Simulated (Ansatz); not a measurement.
Geometry optimisation, UKS PBE0/6-31G* in Ansatz 0.2.0.

The input (input.yaml):

```yaml
crystal:
  periodic: [false, false, false]
  atoms:
    - { symbol: Si, position_ang: [-0.3245, 0.5326, 0.2009] }
    - { symbol: F, position_ang: [-0.8148, -0.897, -1.1099] }
    - { symbol: "N", position_ang: [1.0602, -0.3512, 0.029] }
    - { symbol: H, position_ang: [0.3449, -1.0874, -0.831] }
    - { symbol: H, position_ang: [-0.7601, 1.6847, -0.557] }
    - { symbol: Cl, position_ang: [-1.4836, 0.3991, 1.8382] }
    - { symbol: H, position_ang: [1.9779, -0.2807, 0.4297] }
magnetization:
  spin_polarized: true
basis:
  gaussian: { orbitals: "6-31G*" }
hamiltonian:
  xc: pbe0
relax:
  f_tol: 0.15
  max_steps: 25
  restrain:
    - { distance: [3, 1], at: 0.88, k: 30.0 }
    - { distance: [0, 1], at: 2.98, k: 30.0 }
    - { distance: [3, 2], at: 2.32, k: 30.0 }
```

Run as:

```bash
$ ansatz run input.yaml --threads 2 --pin off --max-ram 3072MiB --backend cpu --events-out ev --progress --plain --runs-dir out
```

Problem. Where does it end, and by what steps?

Solution. It converged. The restraints hold the end off the free minimum. After 10 steps the energy has risen by 0.547 eV (the restraints' own energy left out); F2 moved furthest, 0.66 Å. Parted: Si1–F2. Joined: F2–H4.

```
step  energy less start (eV)  largest force component (eV/Å)  accepted
   0                  0.0000                           2.694       yes
   1                  0.7988                           4.111       yes
   2                  0.8615                           3.684       yes
   3                  0.9413                           2.208       yes
   4                  0.8252                           1.187       yes
   5                  0.7120                           0.862       yes
   6                  0.5882                           1.217       yes
   7                  0.5518                           1.039       yes
   8                  0.5467                           1.126       yes
   9                  0.5438                           0.963       yes
  10                  0.5473                           1.185       yes
```

```xyz
7
Properties=species:S:1:pos:R:3
Si -0.185 0.736 0.453
F -0.785 -1.377 -1.555
N 1.241 0.106 0.116
H 0.109 -1.234 -1.394
H -0.883 1.544 -0.556
Cl -1.295 0.658 2.167
H 1.800 -0.433 0.768
```

Run time: 31 s on 2 threads of Arm Neoverse V1, on a shared host, peak memory 0.2 GiB.
